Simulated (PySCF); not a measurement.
Cartesian coordinates in Å; atom numbers follow the order of the lines, from 1:
```xyz
20

B    -1.099    2.063    0.341
O    -0.539    0.547    0.376
C    -1.489   -0.523    0.216
C    -0.629   -1.709   -0.158
C     0.433   -1.068   -1.047
C     0.678    0.271   -0.372
C     1.809    0.292    0.622
N     2.726   -0.578    0.588
H    -0.142    2.739    0.691
H    -1.432    2.237   -0.828
H    -2.024    2.055    1.136
H    -2.036   -0.614    1.162
H    -2.191   -0.237   -0.584
H    -1.204   -2.495   -0.667
H    -0.166   -2.149    0.739
H     1.368   -1.641   -1.097
H     0.047   -0.915   -2.065
H     0.800    1.102   -1.085
H     1.752    1.127    1.344
H     3.419   -0.404    1.320
```

Geometry: PBE0-D3(BJ)/def2-SVP; GIAO absolute shieldings from PySCF 2.14.0 with density-fitted response routines, gas phase, non-relativistic, averaged over equivalent atoms.

At KT2/pcSseg-1 (196 basis functions, 34 s wall time on 1 thread of an Intel Xeon 6975P-C, shared host):
```tsv
atoms	σ (ppm)
B1	102.5
O2	251.8
C7	17.3
C6	92.0
C3	103.5
C4	154.1
C5	157.8
N8	-61.8
H20	21.36
H19	22.95
H18	26.78
H12	26.95
H13	27.62
H9/H10/H11	27.92
H16	27.98
H14	29.45
H15	29.46
H17	29.50
```

Question: Predict the values at PBE0/pcSseg-1 on the same geometry.

Answer: 
| atoms | σ at PBE0/pcSseg-1 | change |
| --- | --- | --- |
| B1 | 104.1 | +1.6 |
| O2 | 267.3 | +15.5 |
| C7 | 6.1 | -11.2 |
| C6 | 93.6 | +1.6 |
| C3 | 105.4 | +1.9 |
| C4 | 156.7 | +2.6 |
| C5 | 159.4 | +1.6 |
| N8 | -88.4 | -26.6 |
| H20 | 20.94 | -0.42 |
| H19 | 22.96 | +0.01 |
| H18 | 26.87 | +0.09 |
| H12 | 27.13 | +0.18 |
| H13 | 27.69 | +0.07 |
| H9/H10/H11 | 28.17 | +0.25 |
| H16 | 28.12 | +0.14 |
| H14 | 29.63 | +0.18 |
| H15 | 29.55 | +0.09 |
| H17 | 29.53 | +0.03 |

The largest change is at N8 (nitrogen bonded to C, H). Cost: 196 basis functions, 24 s wall time on 1 thread of an Intel Xeon 6975P-C, shared host. The order of the carbon signals is the same at both levels.
